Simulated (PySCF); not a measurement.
Ionisation energy of Tl by level of theory

Tl [Xe] 4f14 5d10 6s2 6p1 [6p1/2^1, M_J = 1/2] → Tl⁺ [Xe] 4f14 5d10 6s2, as a difference of total energies. Computed with PySCF 2.14 in x2c-TZVPPall-2c (11s11p9d3f, 110 functions), with the two-component X2C-1e Hamiltonian. Correlated levels: [Kr] 4d10 4f14 frozen; the 26 highest virtual spinors dropped. "Screened" scales the spin-orbit matrix elements by Boettger's factors to mimic the two-electron term; Breit and QED terms are absent.

| method | ionisation energy (eV) |
| --- | --- |
| GHF (spin-free) | 4.984 |
| GMP2 (spin-free) | 5.234 |
| GHF (screened spin-orbit) | 5.701 |
| GMP2 (screened spin-orbit) | 5.935 |

The spin-free rows lack the spin-orbit shift.

Errors of the correlated levels include the incompleteness of this basis and the frozen core.

Question: Which method comes closest to the reference value, and which is furthest?

Answer: The reference is 6.108 eV (measured; NIST Atomic Spectra Database, ionization energies). Closest: GMP2 (screened spin-orbit) (error -0.173 eV); furthest: GHF (spin-free) (error -1.124 eV).
